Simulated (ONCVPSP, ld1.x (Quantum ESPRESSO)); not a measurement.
## Potentials for Be (Z = 4) compared

Generated with ld1.x 7.5 (TM, RRKJ, ultrasoft, PAW), atompaw 4.2 or ONCVPSP 4.0.1. The cutoff is in Ry: for ld1.x and atompaw files where the sum of valence levels is converged to 10 mRy in a Bessel basis, for ONCV files where the hardest occupied wave has 1 mHa per electron of residual kinetic energy. The error is the largest all-electron minus pseudo excitation energy over each file’s own four to seven test configurations (ionisations up to +4, promotions, holes and added fractions of an electron), all of which were solved. The labels leave out finer settings (local radius, basis sizes, second energies), which also bear on the numbers. Spin-polarised tests are not counted. The rows are a selection from randomly drawn settings: files with unsolved tests, undetermined cutoffs or missed reference levels are left out.

A true bound ghost makes a file unfit for plane-wave use even where its test errors are small: the radial tests pick states by their node count and pass the ghost by.

```csv
potential,cutoff (Ry),largest error (meV),bound ghosts
"TM, PBE, non-relativistic, rc 1.70/4.20/3.90 (spd), local d, core correction yes, reference 2s2 2p0",10,-211,none
"ONCV, PBE, scalar-relativistic, rc 1.35/1.15 (sp), local smoothed, core correction yes, reference 2s1, qcut 4.2/5.8, projectors 2/2",13,+14,s
"ONCV, LDA (Perdew-Zunger), non-relativistic, rc 0.80/0.65 (sp), local smoothed, core correction no, reference 1s2 2s1.5, qcut 12.1/13.5, projectors 2/2",239,+3.7,none
"ONCV, PBE, non-relativistic, rc 1.85/1.90/1.45 (spd), local smoothed, core correction yes, reference 2s1.5, qcut 4.5/4.8/7.3, projectors 2/1/2",13,+7.7,none
"ONCV, PBE, scalar-relativistic, rc 0.40/0.40/0.40 (spd), local smoothed, core correction no, reference 1s2, qcut 32.4/24.2/28.5, projectors 2/2/1",621,+0.8,s
"ONCV, LDA (Perdew-Zunger), scalar-relativistic, rc 0.65/0.65 (sp), local smoothed, core correction no, reference 1s2 2s1.5, qcut 19.4/15, projectors 3/2",273,+1.4,none
```

Fill in the row for Be: TM, PBE, scalar-relativistic, rc 1.60/2.80 (sp), local s, core correction no, reference 2s2 2p0.

cutoff 10 Ry, largest error -45 meV, bound ghosts: none.

Fill in the row for Be: ONCV, Wu-Cohen, scalar-relativistic, rc 0.65/4.00 (sp), local smoothed, core correction no, reference 1s2 2s1.75 2p0.25, qcut 18.9/3.9, projectors 2/2.

cutoff 254 Ry, largest error -78 meV, bound ghosts: none.
